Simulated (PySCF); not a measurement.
H3Ge, SMILES `[GeH3]` (charge 0, multiplicity 2)

Computed with TPSSh-D3(BJ)/def2-TZVP (PySCF).

| Item | Result |
|---|---|
| highest occupied spin orbital | -5.80 eV |
| dipole moment | 0.07 D |
| total energy | -56564.82 eV |
| cost | around 60 core-seconds (rough) |

Bond lengths (Å): Ge1–H2 1.539, Ge1–H3 1.539, Ge1–H4 1.539. Bond angles (°): H2–Ge1–H3 110.7, H2–Ge1–H4 110.7, H3–Ge1–H4 110.7.
Charge 0, spin multiplicity 2.
